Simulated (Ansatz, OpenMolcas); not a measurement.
# Exact exchange and the vertical energy of the triplet above the singlet of MoO3 (molybdenum trioxide)

The species is MoO3 (4 atoms), meant as a singlet with charge 0. SMILES: `[O]=[Mo](=[O])=[O]`. Geometry: relaxed at PBE0-D4/def2-TZVP.

The vertical energy of the triplet above the singlet y, in eV, basis def2-SVPD with a core potential; a is the functional's share of exact exchange. Programs: Ansatz 0.2.0, OpenMolcas 26.06.

| functional | program | a | y (eV) |
| --- | --- | --- | --- |
| TPSS | OpenMolcas | 0 | 2.19 |
| r2SCAN | Ansatz | 0 | 2.15 |
| B3LYP | Ansatz | 0.2 | 2.17 |
| PBE0 | Ansatz | 0.25 | ? |
| BHLYP | Ansatz | 0.5 | 1.77 |

Q: Fit y = c + s·a to the known rows and predict PBE0.

A: 
1. Means of the 4 rows: a = 0.1750, y = 2.070.
2. Σ(Δa)² = 0.1675, Σ(Δa·Δy) = -0.13, so the slope is -0.13/0.1675 = -0.77612.
3. Intercept: 2.070 − (-0.77612) × 0.1750 = 2.206. The largest residual of the fit is 0.12.
4. PBE0: 2.206 + (-0.77612) × 0.25 = 2.01 eV.

The run gave 2.16 eV, so the prediction is off by -0.15 eV, about the scatter of the fit. Exact exchange favours the state with more unpaired electrons. Spin-orbit coupling is left out.
